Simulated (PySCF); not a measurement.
In(NH2)3 (H₆InN₃), SMILES [NH2][In]([NH2])[NH2].

Coordinates come from a B3LYP-D3(BJ)/def2-SVP optimisation. The structure was generated by enumeration; whether it is a known compound was not checked. The def2 effective core potentials stand for the cores of In; spin–orbit coupling is left out. One conformer was computed; it need not be the lowest.

Two levels are set side by side: PBE/def2-TZVP (PySCF) and B3LYP/def2-TZVP (PySCF). Same geometry, gas phase. Differences are taken from unrounded values.

```json
[
 {"quantity": "orbital gap (eV)", "B3LYP": "5.40"},
 {"quantity": "highest occupied level (eV)", "B3LYP": "-6.54"},
 {"quantity": "lowest empty level (eV)", "B3LYP": "-1.15"},
 {"quantity": "dipole moment (D)", "B3LYP": "1.08"},
 {"quantity": "mean polarisability (bohr³)", "B3LYP": "60.7"}
]
```

### Question
What does PBE give, and how far is it from B3LYP? (An estimate is asked for; the answer gives what the named calculation found.)

### Answer

| quantity | PBE | PBE minus B3LYP |
|---|---|---|
| orbital gap (eV) | 3.74 | -1.66 |
| highest occupied level (eV) | -5.41 | 1.14 |
| lowest empty level (eV) | -1.67 | -0.52 |
| dipole moment (D) | 1.01 | -0.07 |
| mean polarisability (bohr³) | 63.5 | 2.8 |

PBE's occupied levels lie high since its potential decays too fast outside the molecule; exact exchange lowers them and widens the gap. Loosely held outer electrons make PBE densities more polarisable. Differences between two approximate levels are no errors against the true value.

Rough cost on one machine, each run with all the roots and properties that it gave: B3LYP against PBE within a factor of 2.
